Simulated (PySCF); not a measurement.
**C$_{5}$H$_{6}$FNSi: full NMR table**

```
Formula                               : C5H6FNSi
SMILES                                : N#CC(/C=C\F)=C/[SiH3]
Point group of the computed structure : C1
Degrees of unsaturation               : 4
Carbon signals                        : 5
Proton signals                        : 4
```

Atom-mapped SMILES (the numbers label the heavy atoms): `[N:1]#[C:2][C:3](/[CH:4]=[CH:5]\[F:6])=[CH:7]/[SiH3:8]`; H(Xn) means a hydrogen on atom n.

- coordinates at the GFN2-xTB level
- GIAO PBE0/pcSseg-1 shieldings
- run in PySCF
- no relativistic terms, isolated molecule, single conformer, equivalent nuclei averaged

Scale: $^{1}$H (31.72 ppm), $^{13}$C (186.93 ppm), $^{29}$Si (349.16 ppm) vs TMS; CFCl3 for $^{19}$F (170.95 ppm); $^{15}$N (267.73 ppm) against NH3 (reference shieldings calculated alike).

```tsv
carbon	δC, type	δH (multiplicity)	HMBC from (2–3 bonds)	span of the C tensor (ppm)
C2	122.9, C	–	H(C7), H(C4)	356
C3	131.5, C	–	H(C5), H(C7), H(C4), H(Si8)	224
C4	114.3, CH	5.53 (m)	H(C5), H(C7)	176
C5	162.6, CH	6.99 (m)	H(C4)	142
C7	146.6, CH	6.89 (q)	H(C4), H(Si8)	243
```

Other nuclei:
```
 atoms    nucleus                        environment  δ (ppm)  σ (ppm)
H(Si8)    $^{1}$H  hydrogen on a silicon bonded to C     4.25    27.47
    F6   $^{19}$F                   vinylic fluorine   -102.6    273.6
   Si8  $^{29}$Si           silicon bonded to C, 3 H    -87.1    436.2
    N1   $^{15}$N                   nitrile nitrogen    320.5    -52.8
```

1. Carbon types of the structure: 2 × C, 3 × CH, leaving 3 H on heteroatoms.
2. δC 162.6, 146.6, 114.3: alkene CH; an sp2 carbon of a C=C bond.
3. δC 131.5: fully substituted alkene carbon; an sp2 carbon of a C=C bond.
4. δC 122.9: nitrile carbon; this is the usual window of a C≡N carbon, which has no attached hydrogen.
5. δH 6.99, 6.89, 5.53: hydrogen on an alkene CH; attached to an sp2 carbon and in the plane of the double bond.
6. δH 4.25: hydrogen on a silicon bonded to C.

Splittings by $^{19}$F in the carbon and heteronuclear signals aren't shown, as no couplings were computed. Shifts are as computed. Against solution values, carbons near 30 ppm lie about +3 ppm off and those near 130 ppm about +5 ppm. Of 1211 compounds with measured shifts, 218 miss one by over three times the rms of a fit or turn the order of signals round; such compounds aren't used in these exercises. Unscaled 19F shifts against computed CFCl3 carry errors that often reach 10 to 50 ppm. Experimental scales use liquid or dissolved standards, which lie at an offset from isolated NH3 (liquid NH3: subtract about 20 ppm). Unscaled 15N shifts of sp2 nitrogen come out 20 to 40 ppm too high even then. Multiplicities follow the n + 1 count of equivalent neighbours, as no J values were calculated; m marks all less simple cases, F and P coupling included.
